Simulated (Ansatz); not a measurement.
PtS2. Total charge 0; triplet. Geometry r2SCAN-D4/def2-TZVP, that of the charge +1 doublet; atoms count from 1.

```xyz
3

Pt   -0.3768    0.9620   -0.8407
S    -0.0275   -1.1545   -0.2543
S     0.4043    0.1925    1.0949
```

In the def2 sets Pt takes a core potential; there is no spin–orbit coupling. The structure comes from a short search, and lower isomers may exist.

**Question.** Estimate the Mulliken populations from the PBE0/def2-TZVP orbitals of Ansatz.

**Answer.** 
```tsv
atom	charge (e)	spin (α − β)	d electrons
Pt1	0.29	0.52	8.97
S2	-0.14	0.74	–
S3	-0.14	0.74	–
```
Mulliken values depend strongly on the basis.

**Question.** Where does the spin sit?

**Answer.** Summed by element: Pt 0.52, S 1.48, of 2 unpaired in all. Largest on single atoms: S3 0.74, S2 0.74, Pt1 0.52.

**Question.** And the Mayer bond orders between heavy atoms (over 0.3)?

**Answer.** Pt1–S2 0.99 (2.22 Å); Pt1–S3 0.99 (2.22 Å); S2–S3 1.49 (1.95 Å).
